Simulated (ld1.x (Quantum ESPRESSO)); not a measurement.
## Building the ultrasoft potential for titanium (Ti) (PBE, fully relativistic).

- Element: titanium
- Generator: ld1.x (Quantum ESPRESSO) 7.5
- Type: ultrasoft
- Functional: PBE
- Relativity: fully relativistic
- Frozen core: [Ne] 3s2
- Valence charge: 10
- Reference configuration: 3p6 3d1 4s0 4p0 (charge +3)
- Partial waves: 4s (bound, empty): rcut 1.85, rcutus 2.55 bohr; 4s channel at 0.25 Ry: rcut 1.85, rcutus 2.55 bohr; 3p (bound): rcut 1.70, rcutus 1.90 bohr; 4p (bound, empty): rcut 1.70, rcutus 1.90 bohr; 3d (bound): rcut 2.20, rcutus 2.55 bohr; 3d channel at -0.1 Ry: rcut 2.20, rcutus 2.55 bohr
- Local potential: all-electron potential smoothed inside 1.70 bohr (lloc = -1)
- Core correction: none
- Augmentation charge: PSQ, radius 1.95 bohr

Open shells are filled in proportion to 2j + 1 (rel_dist='average').

All-electron outer shells of the reference configuration (PBE, scalar-relativistic, ld1.x):

```json
{"shell": "3s", "level (eV)": "-95.04", "outermost node (bohr)": "0.40", "outermost maximum (bohr)": "0.87"}
{"shell": "3p", "level (eV)": "-70.92", "outermost node (bohr)": "0.37", "outermost maximum (bohr)": "0.89"}
{"shell": "3d", "level (eV)": "-34.69", "outermost node (bohr)": "–", "outermost maximum (bohr)": "0.92"}
{"shell": "4s", "level (eV)": "-26.44", "outermost node (bohr)": "1.20", "outermost maximum (bohr)": "2.39"}
{"shell": "4p", "level (eV)": "-20.90", "outermost node (bohr)": "1.30", "outermost maximum (bohr)": "2.67"}
```

Q: Does the generator finish with these settings?

A: Yes, a potential is produced and its reference levels are reproduced.

Q: Estimate the cutoffs (Ry, on a coarse ladder) from which the occupation-weighted sum of valence levels, in a spherical-Bessel basis at the reference potential, stays within 10 and 1 mRy of its value at 400 Ry.

A: 25 Ry and 40 Ry.

Q: What does a ghost test show?

A: Ghost state, extra bound levels that the all-electron valence spectrum of the same l lacks: s at -33.1 eV. A true bound ghost makes a file unfit for plane-wave use.

Q: Is the overlap operator S = 1 + Σ q|β⟩⟨β| positive definite (Bessel basis up to 400 Ry)?

A: Yes: its lowest eigenvalue is 0.07 (p3/2 channel).

Q: Which valence shell sets the plane-wave cutoff?

A: 3p: its level needs 25 Ry to come within 1 mRy, against 18 Ry for 3d.

Its largest configuration-test error is -93 meV (3p6 3d2 4s0 4p0). Test run stopped at test 4 of 7 (negative rho), 2 before it not solved. Not counted: 3p6 3d2 4s2 4p0 (solver errors, printed error -779 eV); 3p6 3d2 4s1 4p0 (solver errors, printed error -1000 meV).
